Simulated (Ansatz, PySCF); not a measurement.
CH5F2NSi, SMILES N[SiH2]C(F)F. Atoms are numbered in the order given.

```xyz
10

N     -1.9349    -0.5883     0.5134
Si    -0.7819     0.6472     0.1564
C      0.9356    -0.1971     0.1642
F      0.9132    -1.2101    -0.7649
F      1.9079     0.6903    -0.2029
H     -2.8234    -0.3629     0.9463
H     -2.0151    -1.3980    -0.0933
H     -0.8952     1.3113    -1.1766
H     -0.8479     1.6751     1.2313
H      1.2340    -0.6459     1.1300
```
Charge 0, spin multiplicity 1.

Geometry: ωB97X-D3(BJ)/def2-SVP. The structure was generated by enumeration, and PubChem lists no compound with its InChIKey, so it may never have been made. Other conformers were not sampled.

Two levels are set side by side: PBE-D3(BJ)/def2-SVP (Ansatz, a quantum-chemistry and plane-wave program) and ωB97X-D3(BJ)/def2-SVP (PySCF). Each level has its own optimised geometry; the coordinates shown are those of the second. Frequencies come from the Hessian of PySCF at each geometry. Differences are taken from unrounded values.

```tsv
quantity	ωB97X-D3(BJ)
mean bond length (Å)	1.389
bond N1–Si2 (Å)	1.727
bond Si2–C3 (Å)	1.914
bond C3–F4 (Å)	1.375
bond C3–F5 (Å)	1.367
bond N1–H6 (Å)	1.014
bond N1–H7 (Å)	1.015
bond Si2–H8 (Å)	1.494
bond Si2–H9 (Å)	1.489
bond C3–H10 (Å)	1.106
highest harmonic wavenumber (cm⁻¹)	3720
mean harmonic wavenumber (cm⁻¹)	1208
zero-point energy (kcal/mol)	41.45
```

Task: What does PBE-D3(BJ) give, and how far is it from ωB97X-D3(BJ)? (Estimate from the structure and the level; the computed values follow.)

Result: 
| quantity | PBE-D3(BJ) | PBE-D3(BJ) minus ωB97X-D3(BJ) |
|---|---|---|
| mean bond length (Å) | 1.401 | 0.012 |
| bond N1–Si2 (Å) | 1.742 | 0.015 |
| bond Si2–C3 (Å) | 1.927 | 0.013 |
| bond C3–F4 (Å) | 1.385 | 0.010 |
| bond C3–F5 (Å) | 1.375 | 0.009 |
| bond N1–H6 (Å) | 1.023 | 0.009 |
| bond N1–H7 (Å) | 1.024 | 0.009 |
| bond Si2–H8 (Å) | 1.510 | 0.016 |
| bond Si2–H9 (Å) | 1.502 | 0.013 |
| bond C3–H10 (Å) | 1.117 | 0.011 |
| highest harmonic wavenumber (cm⁻¹) | 3579 | -141 |
| mean harmonic wavenumber (cm⁻¹) | 1157 | -51 |
| zero-point energy (kcal/mol) | 39.71 | -1.74 |

GGA bonds tend to be longer and softer than those of functionals with exact exchange. Differences between two approximate levels are no errors against the true value.
